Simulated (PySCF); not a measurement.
B(Cl)(Me)(OMe) (C2H6BClO), SMILES COB(C)Cl.

Coordinates come from a B3LYP-D3(BJ)/def2-SVP optimisation. This is a generated structure with no PubChem entry under its InChIKey; it may be hypothetical. The values are those of a single conformer.

Two levels are set side by side: PBE/def2-TZVP (PySCF) and r2SCAN/def2-TZVP (PySCF). Same geometry, gas phase. Differences are taken from unrounded values.

```json
[
 {"quantity": "orbital gap (eV)", "r2SCAN": "7.01", "PBE": "6.31", "PBE minus r2SCAN": "-0.70"},
 {"quantity": "highest occupied level (eV)", "r2SCAN": "-7.45", "PBE": "-7.11", "PBE minus r2SCAN": "0.34"},
 {"quantity": "lowest empty level (eV)", "r2SCAN": "-0.43", "PBE": "-0.80", "PBE minus r2SCAN": "-0.37"},
 {"quantity": "dipole moment (D)", "r2SCAN": "3.05", "PBE": "2.95", "PBE minus r2SCAN": "-0.10"},
 {"quantity": "mean polarisability (bohr³)", "r2SCAN": "55.2", "PBE": "56.9", "PBE minus r2SCAN": "1.7"}
]
```

Rough cost on one machine, each run with all the roots and properties that it gave: r2SCAN against PBE about 4 times.
